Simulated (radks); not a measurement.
Results of a calculation; reference values are marked as such.
Task: Ionisation of neutral vanadium, [Ar] 3d3 4s2, to V+, [Ar] 3d4, under several functionals. Scalar-relativistic Kohn-Sham, spin-polarised, spherical densities, finite nucleus; open shells are filled with parallel spins first; a radial shooting solver on a logarithmic mesh with Libxc functionals. Known Delta-SCF values: exchange-only LDA 5.304 eV; revPBE 5.860 eV. What does SOGGA give, and what is its highest occupied eigenvalue?

Result: 5.756 eV by Delta-SCF; the 4s eigenvalue is -4.177 eV. NIST: 6.746 eV (measured).
